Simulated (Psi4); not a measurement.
C2H5O (SMILES C[CH-]O), charge -1, singlet, geometry from GFN2-xTB (a gas-phase anion, which may not be bound at this level); CCSD(T)/def2-SV(P) run with Psi4.

Here is a job for Psi4.
```
memory 2 GB

molecule mol {
-1 1
C     1.117013   -0.455382    0.165849
C     0.080549    0.685375    0.063515
O    -1.266793    0.000531   -0.217414
H    -1.540679   -0.297999    0.655228
H     0.274185    1.164554   -0.944485
H     2.122451   -0.018779    0.235434
H     0.953800   -1.039116    1.085718
H     1.139219   -1.192866   -0.668773
}

set {
  basis def2-sv(p)
  reference rhf
  scf_type pk
  mp2_type conv
}

energy('ccsd(t)')
print_variables()
```

What the program printed (banner, timings and long lists left out):

```
   => Loading Basis Set <=

    Name: DEF2-SV(P)
    Role: ORBITAL
    Keyword: BASIS

         ---------------------------------------------------------
                                   SCF
               by Justin Turney, Rob Parrish, Andy Simmonett
                          and Daniel G. A. Smith
                              RHF Reference
         ---------------------------------------------------------

  ==> Geometry <==

    Molecular point group: c1
    Full point group: C1

    Geometry (in Angstrom), charge = -1, multiplicity = 1:

       Center              X                  Y                   Z               Mass
    ------------   -----------------  -----------------  -----------------  -----------------
         C            1.181840629447    -0.485878305679     0.173824898398    12.000000000000
         C            0.145376629447     0.654878694321     0.071490898398    12.000000000000
         O           -1.201965370553    -0.029965305679    -0.209438101602    15.994914619570
         H           -1.475851370553    -0.328495305679     0.663203898398     1.007825032230
         H            0.339012629447     1.134057694321    -0.936509101602     1.007825032230
         H            2.187278629447    -0.049275305679     0.243409898398     1.007825032230
         H            1.018627629447    -1.069612305679     1.093693898398     1.007825032230
         H            1.204046629447    -1.223362305679    -0.660797101602     1.007825032230

  Running in c1 symmetry.

  Rotational constants: A =      1.19548  B =      0.30611  C =      0.26846 [cm^-1]
  Rotational constants: A =  35839.48080  B =   9176.98923  C =   8048.23344 [MHz]
  Nuclear repulsion =   72.147238758039890

  Charge       = -1
  Multiplicity = 1
  Electrons    = 26
  Nalpha       = 13
  Nbeta        = 13

  ==> Algorithm <==

  SCF Algorithm Type is PK.
  DIIS enabled.
  MOM disabled.
  Fractional occupation disabled.
  Guess Type is SAD.
  Energy threshold   = 1.00e-08
  Density threshold  = 1.00e-08
  Integral threshold = 1.00e-12

  ==> Primary Basis <==

  Basis Set: DEF2-SV(P)
    Blend: DEF2-SV(P)
    Number of shells: 28
    Number of basis functions: 52
    Number of Cartesian functions: 55
    Spherical Harmonics?: true
    Max angular momentum: 2

  ==> Integral Setup <==

  Using in-core PK algorithm.
   Calculation information:
      Number of atoms:                   8
      Number of AO shells:              28
      Number of primitives:             56
[...]
  @RHF Final Energy:  -153.23460455183820
    Total Energy =                       -153.2346045518382027
[...]
              8  15         0.0070836537

    Largest TIjAb Amplitudes:
     12  12  11  11        -0.0352057786
     12  12   5   5        -0.0345893115
     10  10   5   5        -0.0258066372
     12  12   6   6        -0.0239738734
     12  12  10  10        -0.0219740702
     12  12  10  11        -0.0205877523
     12  12  11  10        -0.0205877523
      8   8   3   3        -0.0199766505
      7   7  16  16        -0.0189814882
      7   7   2   2        -0.0175654610

    SCF energy       (wfn)                    = -153.234604551838203
    Reference energy (file100)                = -153.234604551838572

    Opposite-spin MP2 correlation energy      =   -0.339936170580194
    Same-spin MP2 correlation energy          =   -0.110801074109699
    Singles MP2 correlation energy            =   -0.000000000000000
    MP2 correlation energy                    =   -0.450737244689893
      * MP2 total energy                      = -153.685341796528462

    Opposite-spin CCSD correlation energy     =   -0.384038080242511
    Same-spin CCSD correlation energy         =   -0.099933890185728
    Singles CCSD correlation energy           =    0.000000000000000
    CCSD correlation energy                   =   -0.483971970428239
      * CCSD total energy                     = -153.718576522266801

            **************************
            *                        *
            *        CCTRIPLES       *
            *                        *
            **************************

    Wave function   =    CCSD_T
    Reference wfn   =      RHF

    Nuclear Rep. energy (wfn)                =   72.147238758039890
    SCF energy          (wfn)                = -153.234604551838203
    Reference energy    (file100)            = -153.234604551838572
    CCSD energy         (file100)            =   -0.483971970428239
    Total CCSD energy   (file100)            = -153.718576522266801

    Number of ijk index combinations:              455
    Approx. words needed per explicit thread:          237276
    Number of threads for explicit ijk threading:    1

    MKL num_threads set to 1 for explicit threading.

    (T) energy                                =   -0.011886104032857
      * CCSD(T) total energy                  = -153.730462626299669

  Variable Map:
  ----------------------------------------------------------------------------
[...]
  Array Variable Map:
  ----------------------------------------------------------------------------
[...]
[...]
```
